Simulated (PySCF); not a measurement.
I(3+) (iodine, charge +3) across methods

[Kr] 4d10 5s2 5p2, high-spin 3P determinant. Computed with PySCF 2.14 in aug-cc-pVQZ-PP with one added diffuse shell each of s, p, d, f, g type with ECP28MDF (8s8p6d4f3g, 117 functions), with a scalar-relativistic core potential.

```csv
method,E (hartree),mean ε 5s α (eV),mean ε 5s β (eV),mean ε 5p α (eV),Σ⟨r²⟩ (bohr²),⟨S²⟩
PBE0,-293.5058,-49.197,-46.531,-36.446,33.06,2.002
r2SCAN,-293.6054,-47.952,-45.469,-35.519,33.01,2.003
LDA,-293.0512,-47.556,-46.018,-35.124,33.05,2.001
PBE,-293.4849,-47.257,-45.460,-35.026,33.05,2.001
wB97X-V,-293.4809,-51.834,-49.206,-38.720,33.07,2.002
B3LYP,-293.5841,-48.793,-46.610,-36.075,33.09,2.001
UHF,-292.56586,-53.995,-48.402,-39.866,33.37,2.007
```

**Question.** Estimate the same row for revPBE.

**Answer.** E (hartree) = -293.5505; mean ε 5s α (eV) = -47.197; mean ε 5s β (eV) = -45.275; mean ε 5p α (eV) = -35.004; Σ⟨r²⟩ (bohr²) = 33.03; ⟨S²⟩ = 2.001.

Energies and moments cover only the electrons outside the core potential.
